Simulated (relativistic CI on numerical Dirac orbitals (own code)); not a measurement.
## C IV: q coefficients

Method of calculation: Dirac-Coulomb-Breit CI, orbitals from a KLI potential per configuration, valence Slater integrals scaled by 0.85, P86 correlation energy added to each configuration, derivatives by finite differences, QED left out (own radial code, finite nucleus).

CI space (outside the closed core 1s2): 2s, 2p, 3s, 3p, 3d. Levels of other configurations are missing.

With x = (α/α₀)² − 1 an excitation energy changes as ω = ω₀ + qx; K = 2q/ω₀ is the relative enhancement. Terms are leading LS components, so labels can repeat.

Lowest level 2s ²S1/2.

```json
{"Level": "2p ²P°1/2", "ω₀ (cm⁻¹)": "66240", "q (cm⁻¹)": "117.2", "K": "0.00354"}
{"Level": "2p ²P°3/2", "ω₀ (cm⁻¹)": "66340", "q (cm⁻¹)": "217.5", "K": "0.00656"}
{"Level": "3s ²S1/2", "ω₀ (cm⁻¹)": "302933", "q (cm⁻¹)": "143.6", "K": "0.000948"}
{"Level": "3p ²P°1/2", "ω₀ (cm⁻¹)": "320273", "q (cm⁻¹)": "177.1", "K": "0.00111"}
{"Level": "3p ²P°3/2", "ω₀ (cm⁻¹)": "320300", "q (cm⁻¹)": "204.7", "K": "0.00128"}
{"Level": "3d ²D3/2", "ω₀ (cm⁻¹)": "323374", "q (cm⁻¹)": "197.7", "K": "0.00122"}
{"Level": "3d ²D5/2", "ω₀ (cm⁻¹)": "323383", "q (cm⁻¹)": "206.8", "K": "0.00128"}
```

Correlation outside the listed configurations is missing or only estimated: errors of thousands of cm⁻¹ between configurations and terms are usual at this charge. Rates and lifetimes follow the computed energies and can be off by large factors. The fine structure of a lone outer electron comes out too small, for d and f at times inverted, and misplaced configurations move strength between like terms.
